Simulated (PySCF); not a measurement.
# Broadened absorption spectrum of H6O3Si3

H6O3Si3.
SMILES: `O1[SiH2]O[SiH2]O[SiH2]1`

Method used: TDDFT wB97X-D/def2-SVPD, vertical, gas phase, core orbitals frozen in the response (PySCF). Isolated species at its PBE0-D3(BJ)/def2-SVP geometry, gas phase.

Each state is given a Gaussian of 0.4 eV full width at half maximum, with ε(max) = 2.175×10⁸ f / Δν̃ (Δν̃ the width in cm⁻¹). The width is an assumption, not a result. The curve ends short of the highest state used, and states not computed would add to its high-energy end.

```csv
λ (nm),ε (L mol⁻¹ cm⁻¹)
152.0,110
152.4,117
152.8,137
153.2,170
153.6,217
154.0,276
154.4,351
154.8,440
155.3,574
155.7,697
156.1,835
156.5,985
156.9,1145
157.3,1311
157.7,1480
158.2,1688
158.6,1845
159.0,1989
159.4,2115
159.8,2219
160.2,2298
160.6,2348
161.0,2369
161.5,2353
161.9,2308
162.3,2235
162.7,2139
163.1,2023
163.5,1891
163.9,1747
164.4,1558
164.8,1403
165.2,1250
165.6,1101
166.0,960
166.4,829
166.8,707
167.3,572
167.7,478
168.1,395
168.5,323
168.9,262
169.3,210
169.7,167
170.1,132
170.6,97
171.0,75
171.4,57
171.8,43
172.2,33
172.6,24
173.0,18
173.5,12
173.9,9
174.3,6
174.7,5
```

(1) Locate the maxima and give the states behind the curve.

(2) Coming from long wavelengths, where does ε first pass 100 L mol⁻¹ cm⁻¹?

Answers

(1) 161 nm (7.70 eV), ε about 2400, made up of S1 (100%) (ε in L mol⁻¹ cm⁻¹; maxima over ε = 5, shares over 10%). At its high-energy end, 8.16 eV, the curve is still rising (ε about 110, from S1 and S7). The states used: S1 7.70 eV (f 0.035); S2 7.71 eV (f 0.0000); S3 7.71 eV (f 0.0001); S4 8.24 eV (f 0.0000); S5 8.37 eV (f 0.0000); S6 8.37 eV (f 0.0000); S7 8.73 eV (f 0.209); S8 8.76 eV (f 0.0000); S9 8.76 eV (f 0.0000).

(2) At about 171 nm (7.27 eV), 0.43 eV below S1.

The vertical ionisation energy (ΔSCF) is 10.55 eV, 1.79 eV above S9.
